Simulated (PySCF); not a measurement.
## Computed spin Hamiltonian

Species: C6H5FN (doublet state).
Structure used (GFN2-xTB), in Å, numbered top down from 1:
```xyz
13
C6H5FN angstrom
C      2.6291    0.6084   -0.9035
C      1.4386    0.3419   -0.4850
C      0.2067    0.0284   -0.0518
C     -0.2045   -1.0643    0.7565
C     -1.5761   -0.9302    0.9160
F     -2.3655   -1.7611    1.6163
C     -2.0219    0.1906    0.2454
N     -0.9314    0.7653   -0.3382
H      3.0199    0.2228   -1.8387
H      3.3191    1.2308   -0.3449
H      0.4306   -1.8279    1.1527
H     -3.0089    0.5933    0.1513
H     -0.9401    1.6024   -0.8939
```

Identity: `C=[C]c1cc(F)c[nH]1` [radical].

Level of theory: UKS B3LYP, pcH-1 on C F H N, non-relativistic, mean-field spin-orbit, GIAO (PySCF). Isolated species at its GFN2-xTB geometry, gas phase. A GFN2-xTB geometry isn't a minimum of the functional, and hyperfine couplings can be far from their values at a DFT geometry. No stability test was run, so a lower SCF solution isn't excluded. ⟨S²⟩ is 0.773 where a pure state has 0.75.

```json
{
  "g1, g2, g3": "2.00188, 2.00214, 2.00308",
  "g_iso": "2.00237",
  "Form of g": "rhombic: the two nearest values differ by 22 % of g3 − g1",
  "⟨S²⟩": "0.7727 (exact 0.7500)",
  "HOMO–LUMO gap, α and β orbitals": "4.12, 4.77 eV",
  "Total energy": "-386.15695 Eh"
}
```

Isotropic coupling and dipolar principal values T1 to T3, in mT; ρ(0) is the spin density at the nucleus (MHz turned into mT with g_iso):

```tsv
atom	isotope	a_iso	T1	T2	T3	Mulliken spin population	ρ(0) (bohr⁻³)
C1	13C	-1.56	-0.35	0.08	0.28	-0.12	-0.0390
C2	13C	1.87	-2.00	-1.52	3.52	0.61	0.0467
C3	13C	-1.52	-0.76	0.30	0.46	-0.17	-0.0380
C4	13C	1.06	-0.87	-0.84	1.71	0.30	0.0265
C5	13C	-0.94	-0.44	0.22	0.23	-0.10	-0.0235
F6	19F	-0.45	-1.02	0.31	0.70	0.00	-0.0030
C7	13C	0.85	-0.98	-0.95	1.93	0.32	0.0213
N8	14N	0.17	-0.19	-0.17	0.37	0.08	0.0146
H9	1H	4.21	-0.11	-0.08	0.19	0.05	0.0264
H10	1H	4.17	-0.11	-0.09	0.20	0.05	0.0261
H11	1H	-0.74	-0.38	-0.05	0.43	-0.01	-0.0046
H12	1H	-0.83	-0.49	-0.01	0.50	-0.02	-0.0052
H13	1H	-0.30	-0.15	-0.14	0.29	0.00	-0.0019
```

The largest Mulliken spin populations are on C2 (+0.61), C7 (+0.32), C4 (+0.30) and C3 (-0.17). Three atoms exceed +0.15. The positive populations add up to 1.42 and the negative ones to -0.42, together 2S = 1.

Axes: g1 points within 2° of the C1–C2 bond and g3 points within 3° of the C5–C7 bond.

Under fast tumbling the dipolar parts average out, and these isotropic splittings remain: 2 × 1H (H9/H10, I = 1/2, 3 lines) with 4.19 mT, 1 × 1H (H12, I = 1/2, 2 lines) with 0.83 mT, 1 × 1H (H11, I = 1/2, 2 lines) with 0.74 mT, 1 × 19F (F6, I = 1/2, 2 lines) with 0.45 mT, 1 × 1H (H13, I = 1/2, 2 lines) with 0.30 mT and 1 × 14N (N8, I = 1, 3 lines) with 0.17 mT.

Means are taken over nuclei equivalent by connectivity, which assumes that they swap fast.

The 13C coupling of C2 (52.5 MHz) shows only in satellite lines or after enrichment, since that isotope makes up about 1.07 % of natural carbon.

β density exceeds α density at some nuclei, such as C1 (-0.0390), C3 (-0.0380) and C5 (-0.0235), spin density in bohr⁻³. In a single determinant that takes different orbitals for the two spins, that is spin polarisation.
